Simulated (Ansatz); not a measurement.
CoO₄F₂H₈⁺, that is trans-CoF2(H2O)4 with one electron fewer, relaxed as a quintet with UKS r2SCAN-D4/def2-SVP in Ansatz, starting from the r2SCAN-D4/def2-SVP geometry of the neutral quartet. Force threshold 0.02 eV/Å.

The name describes the quartet; other states may take another shape.

Start:

```xyz
15

Co    0.0013    0.0002   -0.0012
F     1.0277    1.6819    0.0401
F    -1.0266   -1.6807   -0.0444
O    -0.9149    1.3625   -1.4349
H    -0.6789    1.1814   -2.3552
H    -0.1556    1.8988   -1.0637
O     0.9113   -1.3627    1.4366
H     0.1534   -1.8984    1.0617
H     0.6683   -1.1795    2.3548
O    -1.7901    0.3748    1.1235
H    -1.9767   -0.5386    0.7808
H    -2.2973    0.9654    0.5458
O     1.7948   -0.3769   -1.1211
H     2.3018   -0.9657   -0.5415
H     1.9814    0.5374   -0.7813
```

Estimate the energy that the relaxation releases and the steps that it takes.

1.65 eV, in 14 steps; 89 s on 4 threads of Arm Neoverse V1 on a shared host. The force fell under the threshold at step 11, but the optimiser went on. No frequencies were taken in this run, so the end may be a saddle point.

Does the start keep its bonding and symmetry?

By distances, no bond broke or formed. The bond that changes most is Co1–F2, from 1.97 to 1.76 Å (atoms count from 1). A close non-bonded pair moves further: F2–H6, from 1.63 to 2.72 Å. Point group Ci at the start, C4h at the end, both within 0.05 Å; within 0.015 Å the end is C4.

Predict the relaxed structure.


```xyz
15

Co    0.000    0.001    0.000
F     0.603    1.424    0.844
F    -0.602   -1.423   -0.844
O    -0.782    1.231   -1.514
H    -0.833    0.812   -2.389
H    -0.305    2.067   -1.641
O     0.782   -1.230    1.515
H     0.308   -2.068    1.638
H     0.831   -0.813    2.390
O    -1.815    0.142    1.052
H    -2.581   -0.224    0.581
H    -2.062    1.043    1.316
O     1.815   -0.141   -1.051
H     2.061   -1.042   -1.318
H     2.582    0.222   -0.579
```
Bond lengths: 4 × Co–O 2.10 Å; 2 × Co–F 1.76 Å; 8 × H–O 0.97 Å.
